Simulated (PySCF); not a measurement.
PySCF input for Si(NH2)4 (H8N4Si), SMILES N[Si](N)(N)N, KT2/pcSseg-1. The structure is a stationary point at B3LYP-D3(BJ)/def2-SVP. One conformer was computed; it need not be the lowest.

```python
import numpy as np
from pyscf import gto, scf, dft
from pyscf.prop.nmr import rks as nmr

mol = gto.M(
    atom='''
    N     1.34018225   -0.19337308    1.08472442
    Si    0.00000000   -0.00000000    0.00000000
    N     0.19337309    1.34018227   -1.08472438
    N    -1.34018227    0.19337307    1.08472438
    N    -0.19337306   -1.34018225   -1.08472442
    H     2.28366979   -0.18844217    0.70949257
    H     1.26344503   -0.85590436    1.85102972
    H     0.18844217    2.28366981   -0.70949252
    H     0.85590436    1.26344507   -1.85102969
    H    -2.28366981    0.18844216    0.70949252
    H    -1.26344506    0.85590432    1.85102971
    H    -0.85590432   -1.26344503   -1.85102974
    H    -0.18844215   -2.28366979   -0.70949257
    ''',
    basis='pcSseg-1',
    charge=0,
    spin=0,
    max_memory=1600,
    verbose=3,
)
mf = dft.RKS(mol, xc='kt2')
mf.grids.level = 3
mf.conv_tol = 1e-10
mf.max_cycle = 100
mf.kernel()
n = nmr.NMR(mf)
n.verbose = 2
n.max_cycle_cphf = 60
sigma = n.kernel()
print('atom   isotropic/ppm   span/ppm')
for i, s in enumerate(sigma):
    w = np.linalg.eigvalsh((s + s.T) / 2)
    print(f'{mol.atom_symbol(i):2s}{i + 1:3d} {w.mean():14.3f} {w[2] - w[0]:11.3f}')
```

Output:

```
converged SCF energy = -519.431278240581
atom   isotropic/ppm   span/ppm
N   1        236.549      67.921
Si  2        396.222      44.521
N   3        236.549      67.921
N   4        236.549      67.921
N   5        236.549      67.921
H   6         31.292      17.258
H   7         30.703      17.346
H   8         31.292      17.258
H   9         30.703      17.346
H  10         31.292      17.258
H  11         30.703      17.346
H  12         30.703      17.346
H  13         31.292      17.258
```

The calculation finished and met its thresholds.

Cost: roughly 40 core-seconds.
